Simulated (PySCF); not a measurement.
# A barrier at the coupled-cluster level

Start structure (BH$_{2}$Cl$_{3}$, closed shell), relaxed at PBE0-D4/def2-TZVP:

| atom | x (Å) | y (Å) | z (Å) |
| --- | --- | --- | --- |
| B1 | 0.3018 | 0.8042 | -0.6402 |
| Cl2 | 1.9446 | 0.2401 | -0.6758 |
| Cl3 | -0.8355 | 0.2397 | -1.8254 |
| Cl4 | -0.2022 | 1.9364 | 0.5765 |
| H5 | -0.2659 | -1.7850 | 1.3237 |
| H6 | -0.9390 | -1.4654 | 1.2796 |

The step: BCl₃ ([Cl][B]([Cl])[Cl]) + H₂ → BHCl₂ ([Cl][BH][Cl]) + HCl; bonds formed: B1–H6, Cl2–H5; bonds broken: B1–Cl2, H5–H6. Program: PySCF 2.14 with density fitting (its default auxiliary sets; JK sets also for MP2 and CCSD(T)). Basis: def2-TZVPP and def2-QZVPP. Cores are frozen in the correlated methods. Extrapolation: Hartree–Fock as exp(−7.88 √X), correlation as X^−2.97. Energies below are by CCSD(T) at an estimated basis limit (MP2 extrapolated from triple and quadruple zeta, plus CCSD(T) − MP2 in triple zeta).

Task: What are the electronic barrier and the energy of the step, from the start structure to the end structure? (An estimate is asked for; the value comes from the calculation.)

Result: Computed: Barrier 38.70 kcal/mol; step energy 11.65 kcal/mol (uphill); reverse barrier, their difference, 27.05 kcal/mol. Barrier and step energy count from the start structure, the reverse barrier from the end structure.

The saddle point: One imaginary mode of 890i cm⁻¹.
```
  pair  start (Å)  saddle (Å)  end (Å)
 B1–H6       3.22        1.29     1.19
Cl2–H5       3.60        1.53     1.28
B1–Cl2       1.74        2.10     3.35
 H5–H6       0.75        1.07     3.17
```

Zero-point energy (harmonic, PBE0-D4): ZPE is 11.74 kcal/mol at the start and 14.03 kcal/mol at the saddle, so the barrier goes from 38.70 to 40.99 kcal/mol.

No T1 diagnostic of these runs exceeds 0.012. The start structure is not quite a true minimum (one mode of 29i cm⁻¹). The end structure is not quite a true minimum (one mode of 54i cm⁻¹).

Labels in which every atom is bracketed show which atoms are joined, not bond orders.

For scale, one of the runs: CCSD(T)/def2-TZVPP, 185 basis functions, launched by `OMP_NUM_THREADS=4 python run.py`. Time: 4.1 min of wall clock on 4 CPU threads of an Arm Neoverse V2; the host was shared. Peak host memory: 2 GiB.
